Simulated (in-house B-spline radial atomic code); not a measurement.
Values are calculated unless marked as measured or tabulated.
Making a Troullier-Martins s channel for N, r_c = 1.15 bohr

N, [He] 2s2 2p3, non-relativistic PBE, spherical and spin-unpolarised, from a B-spline radial code for spherical atoms (atomic units). The all-electron 2s level is ε = -0.681982 hartree, its outermost node lies just inside 0.33 bohr and its outer maximum at 1.02 bohr.

Inside r_c the pseudo-orbital is u(r) = r^1 exp(p(r)), with p = c0 + c2 r² + c4 r⁴ + … + c12 r¹². The seven coefficients follow from p and its first four derivatives at r_c, from zero curvature of the screened potential at the origin, c4 = −c2²/(2l + 5), and from the norm inside r_c. At r_c the all-electron orbital has P = 0.8774861, P' = -0.2391647, the screened potential V = -1.46705, V' = 2.655145, V'' = -6.378639, and the norm inside is Q = 0.4481027.

Question: What are p, p' and p'' at r_c?

Answer: p = ln(P/r_c^1) = ln(0.8774861/1.15) = -0.27046. p' = P'/P − 1/r_c = -0.27256 − 0.86957 = -1.14212. The radial equation gives p'' = 2(V − ε) − 2(1) p'/r_c − p'² = -1.57014 − (-1.98630) − 1.30444 = -0.88828. Differentiating, p''' = 2V' + 2(1)p'/r_c² − 2(1)p''/r_c − 2p'p'' = 3.0989, and p'''' = 2V'' − 4(1)p'/r_c³ + 4(1)p''/r_c² − 2(1)p'''/r_c − 2p''² − 2p'p''' = -12.329.

For a trial c2 the five matching conditions are linear in c0, c6, c8, c10 and c12, and c2 is varied until the norm inside r_c equals Q. The root nearest zero gives:

```tsv
n	c_n
0	-0.1215418
2	0.6328409
4	-0.08009753
6	-1.833163
8	2.04611
10	-0.9043512
12	0.1483987
```

Question: Check c4 and p(r_c), and find the screened pseudopotential at the origin.

Answer: −c2²/5 = -0.0800975, as listed. The terms c_n r_c^n are -0.12154, 0.83693, -0.14009, -4.24022, 6.25910, -3.65861, 0.79397, which sum to -0.27046. Inverting the radial equation, V_l(r) = ε + 1 p'/r + (p'' + p'²)/2, so V_l(0) = ε + (2l + 3) c2 = -0.681982 + 3 × (0.632841) = 1.2165 hartree, finite where the all-electron potential diverges.

Orbitals and screened potentials:

```
r (bohr)         P       u  V all-electron  V pseudo
   0.115   -0.3877  0.1027          -49.11      1.21
   0.288  -0.08212  0.2684          -14.87     0.982
    0.46    0.3544  0.4578          -7.328  0.001674
   0.632    0.6671  0.6612          -4.419     -1.69
   0.805    0.8366   0.825          -2.935    -2.792
   0.977    0.8935  0.8924           -2.04    -2.275
    1.15    0.8775  0.8775          -1.467    -1.467
```

Logarithmic derivatives P'/P at R = 1.45 bohr, for energies E around ε:

| E − ε (hartree) | all-electron | pseudo |
| --- | --- | --- |
| -0.5 | 0.256805 | 0.255274 |
| -0.25 | -0.129164 | -0.129714 |
| -0.1 | -0.407942 | -0.408058 |
| 0 | -0.620111 | -0.620118 |
| 0.1 | -0.858709 | -0.858872 |
| 0.25 | -1.28043 | -1.28174 |
| 0.5 | -2.2421 | -2.25118 |

Question: With P(R) = 0.7627826 and a norm of 0.6530644 inside R, what slope in energy does norm conservation fix?

Answer: d(P'/P)/dE = −2 × (norm inside R)/P(R)² = -2.2448 per hartree·bohr at E = ε, for both atoms, since orbital and norm agree at R. Differences over ±0.1 hartree give -2.2538 (all-electron) and -2.2541 (pseudo), which also hold third-order terms. Half a hartree below ε the two curves differ by -0.0015.
